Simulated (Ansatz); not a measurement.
A geometry relaxed with Ansatz (a first-principles code) with PBE0-D4/def2-TZVP, charge 0, multiplicity 1:

```xyz
8

H      2.3292    -0.2534     0.1626
C     -1.2294     0.0602    -0.0721
C     -0.0467    -0.5436     0.1013
H     -2.1776    -0.4691    -0.0184
B      1.2581     0.2589     0.0129
H     -0.0489    -1.6131     0.3047
H     -1.2814     1.1258    -0.2775
H      1.1967     1.4344    -0.2133
```

Question: Write the SMILES of this molecule.

Answer: `BC=C`
